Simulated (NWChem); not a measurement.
System: C₃H₂F₃, doublet; SMILES [CH]=CC(F)(F)F

NWChem input:

```
start job
memory heap 200 mb stack 900 mb global 1100 mb
geometry units angstroms noautosym nocenter noautoz
  C      0.110078     2.147616     0.000000
  C     -0.598322     1.035002     0.000000
  C      0.005339    -0.349155     0.000000
  F      1.350845    -0.329341     0.000000
  F     -0.403495    -1.044349    -1.089696
  F     -0.403495    -1.044349     1.089696
  H     -0.055865     3.231528     0.000000
  H     -1.708943     1.037900     0.000000
end
basis spherical
  * library 6-31g*
end
dft
  odft
  mult 2
  xc xpbe96 cpbe96
  iterations 150
end
cosmo
  do_cosmo_smd true
  solvent chcl3
end
task dft energy
```

Excerpt of the output:

```
             Northwest Computational Chemistry Package (NWChem) 7.3.0
             --------------------------------------------------------

                             Geometry "geometry" -> ""
                             -------------------------

 Output coordinates in angstroms (scale by  1.889725989 to convert to a.u.)

  No.       Tag          Charge          X              Y              Z
 ---- ---------------- ---------- -------------- -------------- --------------
    1 C                    6.0000     0.11007800     2.14761600     0.00000000
    2 C                    6.0000    -0.59832200     1.03500200     0.00000000
    3 C                    6.0000     0.00533900    -0.34915500     0.00000000
    4 F                    9.0000     1.35084500    -0.32934100     0.00000000
    5 F                    9.0000    -0.40349500    -1.04434900    -1.08969600
    6 F                    9.0000    -0.40349500    -1.04434900     1.08969600
    7 H                    1.0000    -0.05586500     3.23152800     0.00000000
    8 H                    1.0000    -1.70894300     1.03790000     0.00000000

 Effective nuclear repulsion energy (a.u.)     239.8320675284

  pbe96 is a nonlocal functional; adding pw91lda local functional.

                                 NWChem DFT Module
                                 -----------------

 Summary of "ao basis" -> "ao basis" (spherical)
 ------------------------------------------------------------------------------
       Tag                 Description            Shells   Functions and Types
 ---------------- ------------------------------  ------  ---------------------
 C                           6-31g*                  6       14   3s2p1d
 F                           6-31g*                  6       14   3s2p1d
 H                           6-31g*                  2        2   2s

 in cosmo_initialize ...
 calling solv_data for solv:chcl3

 solvent parameters
 solvname_short: chcl3
 solvname_long:  chloroform
 dielec:        4.7113
 dielecinf:     2.0906
 nonaqueous SMD model solvent descriptors
 dielec:        4.7113
 sola:          0.1500
 solb:          0.0200
 solc:          0.0000
 solg:         38.3900
 solh:          0.7500
 soln:          1.4459

          ---------------
          -cosmo- solvent
          ---------------
 Cosmo: York-Karplus, doi: 10.1021/jp992097l
 dielectric constant -eps-     =   4.71
 screen = (eps-1)/(eps    )    =   0.78774
 surface charge correction     = lagrangian

   van der Waals surface
 --------------------------

 ---------- ATOMIC COORDINATES (A.U.) ------------ VDWR(ANG.) --
     1    0.20801726    4.05840577    0.00000000     1.850
     2   -1.13066463    1.95587018    0.00000000     1.850
     3    0.01008925   -0.65980728    0.00000000     1.850
     4    2.55272690   -0.62236425    0.00000000     1.730
     5   -0.76249499   -1.97353345   -2.05922685     1.730
     6   -0.76249499   -1.97353345    2.05922685     1.730
     7   -0.10556954    6.10670244    0.00000000     1.200
     8   -3.22943400    1.96134660    0.00000000     1.200
 number of segments per atom =        128
 number of   points per atom =        128
 atom (   nspa,  nppa )
 ----------------------
    1 (     78,     0 )       0
    2 (     40,     0 )       0
    3 (     10,     0 )       0
    4 (     78,     0 )       0
    5 (     76,     0 )       0
    6 (     76,     0 )       0
    7 (     54,     0 )       0
    8 (     60,     0 )       0
 number of -cosmo- surface points =      472
 molecular surface =    108.929 angstrom**2
 molecular volume  =     88.177 angstrom**3
 -lineq- algorithm             =   0
 -bem- low  level              =   3
 -bem- from -octahedral-
 gaussian surface charge width =   4.50000
 degree of switching           =   1.00000
 switching function tolerance  =   0.00010
 atomic radii =
 --------------
    1  6.000  1.850
    2  6.000  1.850
    3  6.000  1.850
    4  9.000  1.730
    5  9.000  1.730
    6  9.000  1.730
    7  1.000  1.200
    8  1.000  1.200
 ...... end of -cosmo- initialization ......

 nat:                     8
 ixmem:                  3618
 calling mnsol_interface()
 G(SMD-CDS) energy (kcal/mol)  =     0.894
 SMD-CDS SASA (angstrom**2)    =   130.361

            General Information
            -------------------
          SCF calculation type: DFT
          Wavefunction type:  spin polarized.
          No. of atoms     :     8
          No. of electrons :    47
           Alpha electrons :    24
            Beta electrons :    23
          Charge           :     0
          Spin multiplicity:     2
          Use of symmetry is: off; symmetry adaption is: off
          Maximum number of iterations: 150
          AO basis - number of functions:    88
                     number of shells:    40
          Convergence on energy requested:  1.00D-06
          Convergence on density requested:  1.00D-05
          Convergence on gradient requested:  5.00D-04

              XC Information
              --------------
          PerdewBurkeErnzerhof Exchange Functional  1.000
            Perdew 1991 LDA Correlation Functional  1.000 local
           PerdewBurkeErnz. Correlation Functional  1.000 non-local

             Grid Information
             ----------------
          Grid used for XC integration:  medium
          Radial quadrature: Mura-Knowles
          Angular quadrature: Lebedev.
          Tag              B.-S. Rad. Rad. Pts. Rad. Cut. Ang. Pts.
          ---              ---------- --------- --------- ---------
          C                   0.70       49          10.0       434
          F                   0.50       49          11.0       434
          H                   0.35       45          10.0       434
          Grid pruning is: on
          Number of quadrature shells:   384
          Spatial weights used:  Erf1

      Superposition of Atomic Density Guess
      -------------------------------------

 Sum of atomic energies:        -412.09422359

      Non-variational initial energy
      ------------------------------

 Total energy =    -414.067610
 1-e energy   =   -1047.885986
 2-e energy   =     393.986309
 HOMO         =      -0.151575
 LUMO         =       0.037893

[...]

                                COSMO-SMD solvation results
                                ---------------------------

             internal energy in gas <Psi(g)|H|Psi(g)> =      -414.506411180395
         internal energy in solvent <Psi(s)|H|Psi(s)> =      -414.505881094255
                               delta internal energy  =         0.000530086140 (    0.33 kcal/mol)
   total free energy in solvent <Psi(s)|H+V/2|Psi(s)> =      -414.510544713520
 polarization energy contribution <Psi(s)|V/2|Psi(s)> =        -0.004663619266 (   -2.93 kcal/mol)
    total free energy in solvent including G(SMD-CDS) =      -414.509119303058
                       G(SMD-CDS) energy contribution =         0.001425410462 (    0.89 kcal/mol)
     1 M fixed-concentration free energy of solvation =        -0.002708122663 (   -1.70 kcal/mol)

                    DFT Final Alpha Molecular Orbital Analysis
                    ------------------------------------------

 Vector   22  Occ=1.000000D+00  E=-3.300367D-01
              MO Center=  2.3D-02, -1.3D-01,  1.9D-09, r^2= 2.7D+00
   Bfn.  Coefficient  Atom+Function         Bfn.  Coefficient  Atom+Function
  ----- ------------  ---------------      ----- ------------  ---------------
    46      0.307559  4 F  py                60      0.296560  5 F  py
    74      0.296560  6 F  py                18      0.294169  2 C  py
    20     -0.241931  2 C  s                 64      0.200954  5 F  py
    78      0.200954  6 F  py                50      0.199195  4 F  py
    32     -0.194339  3 C  py                 3     -0.167007  1 C  px

 Vector   23  Occ=1.000000D+00  E=-2.642120D-01
              MO Center= -2.1D-01,  1.5D+00, -3.2D-09, r^2= 1.8D+00
   Bfn.  Coefficient  Atom+Function         Bfn.  Coefficient  Atom+Function
  ----- ------------  ---------------      ----- ------------  ---------------
     5      0.421154  1 C  pz                19      0.393209  2 C  pz
     9      0.274053  1 C  pz                23      0.238893  2 C  pz
    60      0.127888  5 F  py                74     -0.127888  6 F  py
    64      0.090170  5 F  py                78     -0.090170  6 F  py
    47     -0.071056  4 F  pz                51     -0.050033  4 F  pz

 Vector   24  Occ=1.000000D+00  E=-2.104332D-01
              MO Center=  1.2D-01,  1.9D+00,  6.5D-10, r^2= 1.8D+00
   Bfn.  Coefficient  Atom+Function         Bfn.  Coefficient  Atom+Function
  ----- ------------  ---------------      ----- ------------  ---------------
     3      0.540020  1 C  px                 7      0.409148  1 C  px
     6      0.303921  1 C  s                 88      0.202095  8 H  s
    32     -0.149467  3 C  py                87      0.148885  8 H  s
    17     -0.132523  2 C  px                86     -0.130946  7 H  s
     4     -0.117004  1 C  py                85     -0.110215  7 H  s

 Vector   25  Occ=0.000000D+00  E=-4.834520D-02
              MO Center= -2.1D-01,  1.4D+00,  1.0D-10, r^2= 2.2D+00
   Bfn.  Coefficient  Atom+Function         Bfn.  Coefficient  Atom+Function
  ----- ------------  ---------------      ----- ------------  ---------------
     9      0.542538  1 C  pz                23     -0.506452  2 C  pz
     5      0.451494  1 C  pz                19     -0.424977  2 C  pz
    33     -0.157865  3 C  pz                60     -0.129792  5 F  py
    74      0.129792  6 F  py                37     -0.119056  3 C  pz
    64     -0.101515  5 F  py                78      0.101515  6 F  py

 Vector   26  Occ=0.000000D+00  E= 7.797562D-02
              MO Center= -5.4D-01,  1.4D+00,  6.2D-10, r^2= 4.4D+00
   Bfn.  Coefficient  Atom+Function         Bfn.  Coefficient  Atom+Function
  ----- ------------  ---------------      ----- ------------  ---------------
     6      1.130407  1 C  s                 86     -1.039815  7 H  s
    88     -1.027769  8 H  s                 21     -0.579409  2 C  px
    31     -0.369820  3 C  px                20      0.349043  2 C  s
    35     -0.266781  3 C  px                 8      0.262601  1 C  py
    22     -0.260494  2 C  py                48      0.244487  4 F  s

 Vector   27  Occ=0.000000D+00  E= 1.215343D-01
              MO Center= -5.0D-01,  2.0D+00, -1.4D-08, r^2= 4.3D+00
   Bfn.  Coefficient  Atom+Function         Bfn.  Coefficient  Atom+Function
  ----- ------------  ---------------      ----- ------------  ---------------
    86      1.415774  7 H  s                 20      1.103467  2 C  s
    88     -1.080439  8 H  s                  6     -0.920224  1 C  s
     8     -0.654375  1 C  py                34     -0.634741  3 C  s
    21     -0.500586  2 C  px                 7      0.273818  1 C  px
    36     -0.267610  3 C  py                32     -0.265068  3 C  py

                     DFT Final Beta Molecular Orbital Analysis
                     -----------------------------------------

 Vector   21  Occ=1.000000D+00  E=-3.310718D-01
              MO Center=  1.1D-01, -8.3D-01, -1.7D-07, r^2= 2.0D+00
   Bfn.  Coefficient  Atom+Function         Bfn.  Coefficient  Atom+Function
  ----- ------------  ---------------      ----- ------------  ---------------
    47      0.382387  4 F  pz                59      0.323951  5 F  px
    73     -0.323950  6 F  px                51      0.259073  4 F  pz
    61     -0.224104  5 F  pz                75     -0.224104  6 F  pz
    63      0.219643  5 F  px                77     -0.219643  6 F  px
    65     -0.152400  5 F  pz                79     -0.152400  6 F  pz

 Vector   22  Occ=1.000000D+00  E=-3.257762D-01
              MO Center= -2.3D-02, -1.2D-01,  1.7D-08, r^2= 2.7D+00
   Bfn.  Coefficient  Atom+Function         Bfn.  Coefficient  Atom+Function
  ----- ------------  ---------------      ----- ------------  ---------------
    18      0.298633  2 C  py                46      0.298366  4 F  py
    60      0.295199  5 F  py                74      0.295199  6 F  py
    20     -0.230925  2 C  s                 32     -0.209292  3 C  py
    64      0.200535  5 F  py                78      0.200535  6 F  py
    50      0.193777  4 F  py                22      0.149706  2 C  py

 Vector   23  Occ=1.000000D+00  E=-2.553196D-01
              MO Center= -2.8D-01,  1.3D+00, -3.4D-09, r^2= 1.8D+00
   Bfn.  Coefficient  Atom+Function         Bfn.  Coefficient  Atom+Function
  ----- ------------  ---------------      ----- ------------  ---------------
    19      0.435051  2 C  pz                 5      0.371754  1 C  pz
    23      0.281522  2 C  pz                 9      0.233570  1 C  pz
    60      0.134753  5 F  py                74     -0.134753  6 F  py
    64      0.095386  5 F  py                78     -0.095386  6 F  py
    47     -0.070787  4 F  pz                51     -0.049881  4 F  pz

 Vector   24  Occ=0.000000D+00  E=-1.172108D-01
              MO Center=  1.8D-01,  1.9D+00,  4.0D-10, r^2= 1.7D+00
   Bfn.  Coefficient  Atom+Function         Bfn.  Coefficient  Atom+Function
  ----- ------------  ---------------      ----- ------------  ---------------
     3      0.500893  1 C  px                 7      0.452423  1 C  px
     6      0.320034  1 C  s                 88      0.276525  8 H  s
    34     -0.191901  3 C  s                 86     -0.168478  7 H  s
    32     -0.142914  3 C  py                87      0.132215  8 H  s
    36     -0.108536  3 C  py                 2      0.102227  1 C  s

 Vector   25  Occ=0.000000D+00  E=-3.398241D-02
              MO Center= -1.5D-01,  1.5D+00,  3.7D-12, r^2= 2.2D+00
   Bfn.  Coefficient  Atom+Function         Bfn.  Coefficient  Atom+Function
  ----- ------------  ---------------      ----- ------------  ---------------
     9      0.573493  1 C  pz                 5      0.474541  1 C  pz
    23     -0.474143  2 C  pz                19     -0.391834  2 C  pz
    33     -0.161349  3 C  pz                37     -0.130200  3 C  pz
    60     -0.123455  5 F  py                74      0.123455  6 F  py
    62     -0.099044  5 F  s                 76      0.099044  6 F  s

 Vector   26  Occ=0.000000D+00  E= 8.676690D-02
              MO Center= -5.3D-01,  1.2D+00,  5.0D-10, r^2= 4.4D+00
   Bfn.  Coefficient  Atom+Function         Bfn.  Coefficient  Atom+Function
  ----- ------------  ---------------      ----- ------------  ---------------
     6      1.117763  1 C  s                 88     -1.032111  8 H  s
    86     -0.922065  7 H  s                 21     -0.566123  2 C  px
    31     -0.404636  3 C  px                20      0.372853  2 C  s
    22     -0.340529  2 C  py                35     -0.289897  3 C  px
    48      0.280476  4 F  s                 17     -0.229669  2 C  px

   alpha - beta orbital overlaps
   -----------------------------

   alpha      1      2      3      4      5      6      7      8      9     10
    beta      1      2      3      4      5      6      7      8      9     10
 overlap   1.000  1.000  1.000  1.000  0.782  0.782  1.000  1.000  1.000  0.995

   alpha     11     12     13     14     15     16     17     18     19     20
    beta     11     12     13     14     15     16     17     18     19     20
 overlap   0.989  0.985  0.994  1.000  0.992  0.997  1.000  0.999  1.000  0.999

   alpha     21     22     23     24     25     26     27     28     29     30
    beta     21     22     23     24     25     26     27     28     29     30
 overlap   1.000  0.994  0.996  0.987  0.996  0.994  0.995  0.993  1.000  0.995

[...]
```

Level: PBE/6-31G* (spherical d), spin-unrestricted, SMD on the gas-phase geometry. In the optimisation the excess spin sits in a' (Cs, its own frame). All runs use the structure optimised with PBE-D3(BJ)/def2-SVP, spin-unrestricted. No stability test was run on the SCF state. Solvent: chloroform.
